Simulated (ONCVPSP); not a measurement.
**Ni (Z = 28): excitation energies, all-electron against ONCV**

- Element: nickel (Ni)
- Generator: ONCVPSP 4.0.1
- Type: optimised norm-conserving Vanderbilt (ONCV)
- Functional: PBEsol
- Relativity: scalar-relativistic
- Frozen core: [Ne]
- Valence charge: 18
- Reference configuration: 3s2 3p6 3d8 4s2
- Partial waves: 3s+4s: rc 1.20 bohr, ncon 4, nbas 8, qcut 11 1/bohr, 2 projectors; 3p: rc 1.15 bohr, ncon 4, nbas 7, qcut 15.1 1/bohr, 2 projectors, debl 2.6 Ha; 3d: rc 1.50 bohr, ncon 4, nbas 9, qcut 9.2 1/bohr, 2 projectors, debl 2 Ha
- Local potential: polynomial inside 1.00 bohr (lpopt 5, dvloc0 0 Ha)
- Core correction: Teter function fitted to the true core (icmod 2), fcfact 0.7

In the p channel the program set the typed energies aside and used -2.619, 0.250 Ha.

Energies are relative to the spin-unpolarised reference configuration 3s2 3p6 3d8 4s2; without spin polarisation the order of configurations can differ from experiment.

```json
{"valence configuration": "3s2 3p6 3d8 4s0", "charge": "+2", "ΔE all-electron (eV)": "26.599", "error AE − PS (meV)": "+10"}
{"valence configuration": "3s2 3p6 3d7 4s2 4p1", "charge": "0", "ΔE all-electron (eV)": "10.578", "error AE − PS (meV)": "+88"}
```

**Question.** What are ΔE and the potential's error for 3s2 3p6 3d8 4s1?

**Answer.** ΔE = 9.337 eV all-electron; the error (AE − PS) is +1.6 meV.

**Question.** What are ΔE and the potential's error for 3s2 3p6 3d7 4s0?

**Answer.** ΔE = 64.036 eV all-electron; the error (AE − PS) is +34 meV.

Levels in the configuration 3s2 3p6 3d8 4s0:

| level | all-electron (eV) | pseudo (eV) |
| --- | --- | --- |
| 3s | -130.417 | -130.477 |
| 3p | -90.919 | -90.951 |
| 3d | -28.340 | -28.398 |
